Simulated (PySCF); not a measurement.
SnFMe3, C3H9FSn.
SMILES: `[CH3][Sn]([CH3])([CH3])[F]`

A linear-response calculation (PySCF, def2-SVPD basis, gas phase, vertical, core orbitals frozen in the response) gave these numbers; the functional is withheld.

Orbital energies (eV): HOMO-3 -9.89, HOMO-2 -9.89, HOMO-1 -7.95, HOMO -7.95, LUMO -0.40, LUMO+1 0.22, LUMO+2 0.72.

| state | E (eV) | f | main configurations (H = HOMO, L = LUMO) |
| --- | --- | --- | --- |
| S1 | 6.81 | 0.149 | H-1/H→L (98%) |
| S2 | 6.82 | 0.151 | H-1/H→L (98%) |
| S3 | 7.05 | 0.0006 | H-1/H→L+1 (98%) |
| S4 | 7.05 | 0.0008 | H-1/H→L+1 (98%) |
| S5 | 7.81 | 0.0021 | H-1/H→L+2 (≥59%), H-1/H→L+3 (≥30%) |
| S6 | 7.83 | 0.041 | H-1/H→L+3 (≥59%), H-1/H→L+2 (≥37%) |
| S7 | 7.83 | 0.044 | H-1/H→L+3 (≥52%), H-1/H→L+2 (≥37%) |

Triplets (Tamm–Dancoff): T1 6.22 eV, H-1/H→L (≥86%); T2 6.22 eV, H-1/H→L (≥86%); T3 6.80 eV, H-1/H→L+1 (≥96%); T4 6.80 eV, H-1/H→L+1 (≥96%).

Vertical ionisation energy by ΔSCF with the same functional: 10.04 eV. Mean static polarisability: 77.8 au.

Orbitals of the list HOMO-3 to LUMO+2 that lie within 0.01 eV of each other are written together with a slash and their weights summed (≥ marks a lower bound); for degenerate orbitals outside that list single weights are arbitrary.

Question: Name the functional.
A. B3LYP
B. HF
C. wB97X-D
D. PBE

Answer: A. B3LYP is a global hybrid with 20% exact exchange. In this run −ε(HOMO) = 7.95 eV differs from the ΔSCF value by -2.09 eV, and S1 differs from the orbital gap of 7.55 eV by -0.73 eV. The ratio −ε(HOMO)/IP is 0.79. Usual ranges for neutral molecules in this basis: 0.67 to 0.83 with B3LYP, 0.5 to 0.7 with PBE, 0.89 to 0.99 with wB97X-D; Hartree–Fock can't fall below 1, since the ion's relaxation only lowers the ΔSCF value.

Method used: TDDFT B3LYP/def2-SVPD, vertical, gas phase, core orbitals frozen in the response, def2 core potentials past Kr in PySCF 2.14.0, density-fitted response routines. Isolated species at its PBE0-D3(BJ)/def2-SVP geometry, gas phase. Spin–orbit coupling is left out.
